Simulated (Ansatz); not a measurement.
Consider the ligand exchange at the Hf–F bond: `[F][Hf]([F])([F])[F]` + HCl → `[F][Hf]([F])([F])[Cl]` + H–F.

Program: Ansatz. Geometries: PBE0-D4/def2-TZVP. ΔE: electronic, gas phase. CCSD(T)/CBS is the MP2 limit (def2-TZVPP, def2-QZVPP) plus CCSD(T) − MP2 in def2-TZVPP, frozen cores. This one scheme is used for every species. Functionals use def2-TZVPP. B3LYP here is the variant with VWN-RPA as its local correlation; programs differ in this. Elements past krypton have def2 core potentials. For Hf outer-core shells are correlated without core-valence functions, which leaves a few kJ/mol of doubt a bond.

`[F][Hf]([F])([F])[F]`:

Z-matrix (Å, degrees):
```
Hf
F 1 1.897
F 1 1.897 2 109.5
F 1 1.897 2 109.5 3 120.0
F 1 1.897 2 109.5 3 -120.0
```

HCl:

```xyz
2

Cl   -0.346   -0.005    0.538
H     0.346    0.005   -0.538
```

`[F][Hf]([F])([F])[Cl]`:

```xyz
5

F     0.284    0.011   -1.898
Hf    0.058    0.047   -0.021
F     1.669   -0.510    0.799
F    -0.318    1.821    0.515
Cl   -1.693   -1.370    0.605
```

H–F:

```xyz
2

F    -0.341   -0.117   -0.285
H     0.341    0.117    0.285
```

| level | ΔE (kJ/mol) |
| --- | --- |
| BHLYP-D4 | 17.2 |
| B3LYP | 25.4 |
| BHLYP | 20.7 |
| CAM-B3LYP | 28.5 |

(1) What does CCSD(T)/CBS give? (Estimate.)

Largest T1 diagnostic among the species: 0.016.

Answers

(1) Computed: +13.8 kJ/mol. The listed levels differ from it by 3.4, 11.6, 6.9, 14.7 kJ/mol.

Leaving LDA and LC-ωPBE aside and taking each functional with its dispersion term where it has one, the values, not all of them listed here, spread over 14.8 kJ/mol, from PBE-QIDH to BLYP-D4. LDA lies −3.0 kJ/mol from PBE without D4. From BLYP to BHLYP (50 % exact exchange), in def2-TZVPP and without D4, ΔE moves by −10.2 kJ/mol. At CCSD(T), def2-SVP lies +19.3 kJ/mol from the extrapolated value and def2-TZVPP +3.2 kJ/mol.
